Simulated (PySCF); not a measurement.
# Unknowns

Relativity neglected, one computed conformer, gas phase, equivalent nuclei averaged. GIAO PBE0/pcSseg-1 shieldings; coordinates at the GFN2-xTB level; B3LYP/pcJ-1 coupling constants (spin–dipole term left out of most H,H and C,H couplings); PySCF.

References, each an isolated molecule treated in the same way: ¹H (σref 31.72) and ¹³C (σref 186.93) vs TMS. Multiplet labels drop J under 1 Hz and among equivalent protons, and merge close values. Unscaled 3J(H,H) run several per cent high. Splittings of carbon signals by F and P are missing where no couplings were computed. Where no couplings were computed, multiplicities follow the n + 1 count of equivalent neighbours, and m marks all less simple cases (inequivalent or close neighbours, rings, F or P nearby). Shifts are as computed. Against solution values, carbons near 30 ppm lie about +3 ppm off and those near 130 ppm about +5 ppm. Of 1211 compounds with measured shifts, 218 miss one by over three times the rms of a fit or turn the order of signals round; such compounds aren't used in these exercises.

**Question.** C$_{6}$H$_{5}$F$_{3}$O. ¹H NMR (600 MHz, computed): δ 6.95 (m, 1H), 6.42 (m, 1H), 5.19 (m, 1H), 3.30 (m, 2H). ¹³C{¹H} NMR (computed): δ 166.3 (C), 146.2 (CH), 117.4 (CH), 111.4 (CH), 87.5 (C), 22.7 (CH2). Give a structure.

**Answer.** `FC1=C(C(F)F)CC=CO1`. The formula gives 3 degrees of unsaturation (1 ring in the answer). 6 carbon signals for 6 carbons: no two carbons are equivalent. Carbon types of the structure: 2 × C, 3 × CH, 1 × CH2, which accounts for all hydrogens. δC 166.3, 146.2: alkene carbon bearing oxygen; an sp2 carbon further deshielded by the attached heteroatom. δC 117.4: allylic sp3 CH bonded to 2 F; 2 electronegative neighbours deshield it. δC 111.4, 87.5: β carbon of an enol-ether or enamine type C=C; the O or N lone pair pushes π density onto this β carbon and shields it. δH 5.19: hydrogen on a β carbon of an enol-ether or enamine type C=C; attached to an sp2 carbon and in the plane of the double bond.

The shifts were computed for this structure.

**Question.** C$_{7}$H$_{6}$O. ¹H NMR (400 MHz, computed): δ 7.36 (d, J = 2.4 Hz, 1H), 6.71 (m, 1H), 6.67 (m, 1H), 3.71 (d, J = 3.9 Hz, 2H), 1.53 (t, J = 3.9 Hz, 1H). ¹³C{¹H} NMR (computed): δ 157.0 (C), 144.7 (CH), 118.8 (CH), 115.4 (CH), 86.1 (C), 76.2 (CH), 21.1 (CH2). What is it?

**Answer.** SMILES C#CCc1ccco1. The formula gives 5 degrees of unsaturation (1 ring in the answer). 7 carbon signals for 7 carbons: no two carbons are equivalent. Carbon types of the structure: 2 × C, 4 × CH, 1 × CH2, which accounts for all hydrogens. δC 157.0: substituted aromatic carbon next to the ring oxygen. δC 144.7: aromatic CH next to the ring oxygen. δC 86.1: alkyne carbon; the triple bond shields along its axis, which puts it between sp3 and sp2 carbons. δC 76.2: terminal alkyne carbon; sp carbons lie upfield of alkene carbons because the cylindrical π system leaves one tensor component strongly shielded.

The shifts were computed for this structure.

**Question.** C$_{9}$H$_{8}$. ¹H NMR (300 MHz, computed): δ 7.41 (m, 1H), 6.21 (m, 1H), 5.75 (m, 1H), 3.63 (s, 1H), 3.44 (s, 1H), 2.41 (s, 3H). ¹³C{¹H} NMR (computed): δ 142.1 (CH), 136.1 (C), 135.3 (C), 127.0 (CH2), 102.8 (CH), 100.8 (CH), 86.9 (C), 83.4 (C), 25.6 (CH3). What is it?

**Answer.** `C(/C(=C(/C#C)C)C=C)#C`. The formula gives 6 degrees of unsaturation (no ring in the answer). 9 carbon signals for 9 carbons: no two carbons are equivalent. Carbon types of the structure: 4 × C, 3 × CH, 1 × CH2, 1 × CH3, which accounts for all hydrogens. δC 142.1: alkene CH; an sp2 carbon of a C=C bond. δC 136.1, 135.3: fully substituted alkene carbon; the olefinic region. δC 127.0: terminal =CH2 carbon; the olefinic region. δC 86.9, 83.4: alkyne carbon; sp carbons lie upfield of alkene carbons because the cylindrical π system leaves one tensor component strongly shielded.

The shifts were computed for this structure.

**Question.** C$_{3}$H$_{4}$F$_{4}$O. ¹H NMR (400 MHz, computed): δ 5.38 (m, 1H), 3.88 (s, 3H). ¹³C{¹H} NMR (computed): δ 128.4 (C), 111.4 (CH), 59.3 (CH3). What is it?

**Answer.** `FC([C@@H](OC)F)(F)F`. The formula gives 0 degrees of unsaturation. 3 carbon signals for 3 carbons: no two carbons are equivalent. Carbon types of the structure: 1 × C, 1 × CH, 1 × CH3, which accounts for all hydrogens. δC 128.4: CF3 carbon; 3 electronegative neighbours deshield it. δC 111.4: sp3 CH bonded to F and O; 2 electronegative neighbours deshield it. δC 59.3: methyl carbon bonded to O; deshielded by the electronegative neighbour. δH 3.88: hydrogen on a methyl carbon bonded to O; its carbon carries O, hence the downfield position.

The shifts were computed for this structure.
